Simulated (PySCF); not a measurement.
# `F[C@@H]1C[C@@H]1[C@@H](F)Br`, C4H5BrF2

Molfile (atoms numbered from 1):
```
C4H5BrF2
     RDKit          3D

 12 12  0  0  0  0  0  0  0  0999 V2000
   -0.4916    1.6984    0.9644 F   0  0  0  0  0  0  0  0  0  0  0  0
   -0.9331    0.8834   -0.0311 C   0  0  2  0  0  0  0  0  0  0  0  0
   -1.1972   -0.5427    0.3123 C   0  0  0  0  0  0  0  0  0  0  0  0
    0.0048   -0.1774   -0.5261 C   0  0  2  0  0  0  0  0  0  0  0  0
    1.3649   -0.2845    0.0937 C   0  0  1  0  0  0  0  0  0  0  0  0
    1.8059   -1.5671    0.0838 F   0  0  0  0  0  0  0  0  0  0  0  0
    2.6677    0.7879   -0.9203 Br  0  0  0  0  0  0  0  0  0  0  0  0
   -1.5596    1.4372   -0.7179 H   0  0  0  0  0  0  0  0  0  0  0  0
   -1.0172   -0.8447    1.3329 H   0  0  0  0  0  0  0  0  0  0  0  0
   -2.0224   -1.0471   -0.1636 H   0  0  0  0  0  0  0  0  0  0  0  0
   -0.0170   -0.4190   -1.5817 H   0  0  0  0  0  0  0  0  0  0  0  0
    1.3958    0.0749    1.1276 H   0  0  0  0  0  0  0  0  0  0  0  0
  1  2  1  0
  2  3  1  0
  3  4  1  0
  4  5  1  0
  5  6  1  0
  5  7  1  0
  4  2  1  0
  2  8  1  6
  3  9  1  0
  3 10  1  0
  4 11  1  6
  5 12  1  1
M  END
```

Theory: TDDFT BHandHLYP/def2-SVPD circular dichroism and optical rotation, one conformer, gas phase in PySCF 2.14.0. Geometry: GFN2-xTB.

The molecule is flexible and this is one conformer; a measurement averages over conformers. The calculation is non-relativistic, which matters for the atoms heavier than Zn. States above about 9.4 eV (minus the energy of the highest occupied orbital) lie near or above the ionisation threshold and depend on the basis.

What are the CIP labels of the stereocentres?

C2 R, C4 S, C5 S.

Which excitations and rotatory strengths does the calculation give?

Rotatory strengths R in 10⁻⁴⁰ esu² cm², velocity form and length form (origin at the centre of mass); f in length form.
| state | E (eV) | λ (nm) | f | R (velocity) | R (length) | main |
| --- | --- | --- | --- | --- | --- | --- |
| 1 | 6.28 | 197 | 0.001 | -2.0 | -2.8 | HOMO→LUMO 0.84 |
| 2 | 6.42 | 193 | 0.002 | +2.1 | +3.6 | HOMO−1→LUMO 0.84 |
| 3 | 8.20 | 151 | 0.010 | -1.8 | -1.9 | HOMO−2→LUMO 0.44, HOMO−3→LUMO 0.25 |
| 4 | 8.25 | 150 | 0.076 | -2.7 | -1.6 | HOMO→LUMO+1 0.47, HOMO−2→LUMO 0.18 |
| 5 | 8.36 | 148 | 0.233 | -8.3 | -8.0 | HOMO−3→LUMO 0.31, HOMO→LUMO+3 0.19 |
| 6 | 8.42 | 147 | 0.104 | -30.3 | -31.0 | HOMO−1→LUMO+1 0.43, HOMO−1→LUMO+3 0.28 |
| 7 | 8.69 | 143 | 0.026 | +7.7 | +8.0 | HOMO→LUMO+2 0.55, HOMO→LUMO+1 0.15 |
| 8 | 8.76 | 142 | 0.027 | -7.8 | -7.6 | HOMO−1→LUMO+2 0.48, HOMO−1→LUMO+1 0.14 |
| 9 | 8.90 | 139 | 0.033 | +23.3 | +24.0 | HOMO−2→LUMO+1 0.46, HOMO−2→LUMO 0.10 |
| 10 | 8.99 | 138 | 0.012 | +1.0 | +0.1 | HOMO→LUMO+3 0.26, HOMO−3→LUMO+1 0.22 |
| 11 | 9.09 | 136 | 0.013 | -1.1 | -0.8 | HOMO→LUMO+4 0.53, HOMO→LUMO+3 0.15 |
| 12 | 9.26 | 134 | 0.006 | +10.4 | +10.9 | HOMO→LUMO+4 0.16, HOMO−3→LUMO+1 0.10 |
| 13 | 9.27 | 134 | 0.067 | -19.7 | -19.8 | HOMO−1→LUMO+3 0.24, HOMO−1→LUMO+4 0.11 |
| 14 | 9.34 | 133 | 0.047 | -6.8 | -4.7 | HOMO−2→LUMO+2 0.20, HOMO−2→LUMO+3 0.17 |
| 15 | 9.38 | 132 | 0.018 | -4.0 | -3.7 | HOMO−1→LUMO+4 0.27, HOMO−3→LUMO+2 0.10 |
| 16 | 9.49 | 131 | 0.017 | -12.9 | -14.0 | HOMO−2→LUMO+2 0.22, HOMO−2→LUMO+3 0.13 |

Among the states computed, the strongest CD band (largest |R|) is state 6. The largest dissymmetry factor in size, g = 4R/(D+G), with D and G the electric and magnetic dipole strengths, is +0.025 for state 12 (velocity form, f = 0.006), among bands with |R| over 0.5. The mirror image has the same energies and oscillator strengths and all R with the opposite sign.
